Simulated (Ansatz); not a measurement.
Program: Ansatz. Geometries: PBE0-D4/def2-TZVP. ΔE: electronic, gas phase. CCSD(T)/CBS adds triple-zeta CCSD(T) − MP2 to the extrapolated MP2 energy (def2 sets, frozen cores). This one scheme is used for every species. DFT in def2-TZVPP. One conformer a species, not always the lowest.

Consider the formal hydrolysis of a C–O bond: `O[SiH2]OCS` + H₂O → `OCS` + `O[SiH2]O`.

`O[SiH2]OCS`:

Z-matrix (Å, degrees):
```
Si
O 1 1.655
O 1 1.635 2 113.5
H 1 1.489 2 106.7 3 -122.7
H 1 1.474 2 106.1 3 116.5
C 2 1.389 1 123.0 3 82.8
H 3 0.961 1 114.9 2 -59.9
S 6 1.822 2 114.9 1 -58.3
H 6 1.090 2 108.5 1 179.8
H 6 1.096 2 112.0 1 59.8
H 8 1.343 6 96.2 2 -66.7
```

H₂O:

Cartesian coordinates in Å:
```
O -0.026 -0.155 0.356
H -0.702 -0.140 -0.325
H 0.728 0.295 -0.031
```

`OCS`:

```xyz
7

O     0.594    0.321   -1.044
C    -0.130    0.304    0.161
S     0.489   -0.979    1.250
H     0.209    0.992   -1.616
H    -0.004    1.233    0.731
H    -1.199    0.146   -0.012
H     0.040   -2.018    0.528
```

`O[SiH2]O`:

Cartesian coordinates in Å:
```
O -0.545 0.574 1.215
Si -0.248 0.120 -0.334
O 1.081 -0.832 -0.493
H -0.789 -0.109 1.842
H -1.347 -0.713 -0.875
H -0.086 1.403 -1.056
H 1.934 -0.442 -0.297
```

| level | ΔE (kcal/mol) |
| --- | --- |
| PBE-D4 | 3.7 |
| ωB97X-V | 2.8 |
| r2SCAN | 2.8 |
| CCSD/CBS(def2) | 2.9 |

Problem. What does CCSD(T)/CBS give? (An estimate is asked.)

Solution. The calculation gave: +3.6 kcal/mol. The listed levels differ from it by 0.1, -0.8, -0.8, -0.7 kcal/mol.

Largest T1 diagnostic among the species: 0.012.

In def2-TZVPP, CCSD(T) changes the Hartree–Fock value by +3.1 kcal/mol (the triples alone add +0.7 kcal/mol) and MP2 by +3.4 kcal/mol. The D4 term adds +2.7 kcal/mol with B3LYP and +1.5 kcal/mol with PBE0; it sums over pairs of atoms, weighted by their polarisabilities, and B3LYP, whose exchange is more repulsive, gets the larger term.

B3LYP here is the variant with VWN-RPA as its local correlation; programs differ in this.
